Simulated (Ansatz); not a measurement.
The cluster CuO2. Total charge 0; doublet. Geometry r2SCAN-D4/def2-TZVP; atoms count from 1.

```xyz
3

Cu   -1.467   -0.258   -0.005
O     1.215   -0.166    0.294
O     0.252    0.425   -0.290
```

The structure holds one bond between oxygen atoms, so isomers without such links may lie far lower. The charge 0 doublet is spin-contaminated (final ⟨S²⟩ up to 0.95, 0.75 for a pure state). The structure comes from a short search, and lower isomers may exist.

(1) Estimate the Mulliken populations from the PBE0/def2-TZVP orbitals of Ansatz.

(2) Where does the spin sit?

(3) And the Mayer bond orders between heavy atoms (over 0.3)?

## Answers

(1) 
```
atom  charge (e)  spin (α − β)  d electrons
 Cu1        0.35         -0.31         9.88
  O2       -0.16          0.76            –
  O3       -0.20          0.55            –
```
Mulliken values depend strongly on the basis.

(2) Summed by element: Cu -0.31, O 1.31, of 1 unpaired in all. Largest on single atoms: O2 0.76, O3 0.55, Cu1 -0.31.

(3) Cu1–O3 0.72 (1.87 Å); O2–O3 1.32 (1.27 Å).
